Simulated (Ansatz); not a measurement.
Geometry optimisation, Ansatz, RKS PBE0-D4/def2-SVP.

The input (input.yaml):

```yaml
crystal:
  periodic: [false, false, false]
  atoms:
    - { symbol: "N", position_ang: [0.2503, 1.9562, 0.8512] }
    - { symbol: C, position_ang: [0.29, 0.764, 1.2049] }
    - { symbol: Si, position_ang: [-0.6469, -0.5761, 0.254] }
    - { symbol: C, position_ang: [-0.0186, -0.6664, -1.4936] }
    - { symbol: Br, position_ang: [1.7599, -1.2944, -1.6293] }
    - { symbol: H, position_ang: [-0.43592, 1.5352, 1.46257] }
    - { symbol: H, position_ang: [0.9296, 0.465, 2.0761] }
    - { symbol: H, position_ang: [-0.361, -1.8708, 0.9389] }
    - { symbol: H, position_ang: [-2.0817, -0.3362, 0.377] }
    - { symbol: H, position_ang: [-0.6775, -1.3995, -2.038] }
    - { symbol: H, position_ang: [-0.1398, 0.2875, -1.9825] }
basis:
  gaussian: { orbitals: def2-SVP }
hamiltonian:
  xc: pbe0
  dispersion: d4
relax:
  f_tol: 0.02
  max_steps: 50
output:
  orbitals: {}
```

Launched with:

```bash
$ ansatz run input.yaml --threads 2 --pin off --max-ram 3072MiB --backend cpu --events-out ev --progress --plain --runs-dir out
```

Task: Where does it end, and by what steps?

Result: The forces met the threshold. The force dipped under the threshold on the way, but the program's further checks kept it going. After 26 steps the energy has fallen by 4.498 eV; H7 moved furthest, 1.00 Å. Parted: C2–H6.

| step | energy less start (eV) | largest force component (eV/Å) | accepted |
| --- | --- | --- | --- |
| 0 | 0.0000 | 7.188 | yes |
| 1 | -0.9366 | 3.363 | yes |
| 2 | -1.3469 | 1.474 | yes |
| 3 | -1.7570 | 3.223 | yes |
| 4 | -2.4820 | 4.868 | yes |
| 5 | -3.3176 | 5.052 | yes |
| 6 | -3.8536 | 4.069 | yes |
| 7 | -3.8314 | 2.395 | no |
| 8 | -4.2036 | 2.637 | yes |
| 9 | -4.4270 | 0.462 | yes |
| 10 | -4.4618 | 0.403 | yes |
| 11 | -4.4708 | 0.168 | yes |
| 12 | -4.4749 | 0.100 | yes |
| 13 | -4.4806 | 0.187 | yes |
| 14 | -4.4843 | 0.167 | yes |
| 15 | -4.4882 | 0.230 | yes |
| 16 | -4.4902 | 0.245 | yes |
| 17 | -4.4950 | 0.036 | yes |
| 18 | -4.4965 | 0.018 | yes |
| 19 | -4.4953 | 0.364 | no |
| 20 | -4.4977 | 0.070 | yes |
| 21 | -4.4969 | 0.249 | no |
| 22 | -4.4981 | 0.057 | yes |
| 23 | -4.4975 | 0.148 | no |
| 24 | -4.4983 | 0.026 | yes |
| 25 | -4.4984 | 0.020 | yes |
| 26 | -4.4984 | 0.018 | yes |

```xyz
11
Properties=species:S:1:pos:R:3
N -0.001 1.835 1.656
C 0.420 0.738 1.165
Si -0.632 -0.567 0.273
C -0.009 -0.809 -1.497
Br 1.830 -1.444 -1.456
H -1.016 1.931 1.517
H 1.505 0.541 1.265
H -0.582 -1.882 0.977
H -2.039 -0.052 0.239
H -0.596 -1.556 -2.048
H -0.013 0.130 -2.069
```

Whether the end is a true minimum wasn't checked by a vibrational analysis.

Run time: 2 min on 2 threads of Arm Neoverse V1 (shared host), peak memory 0.32 GiB.
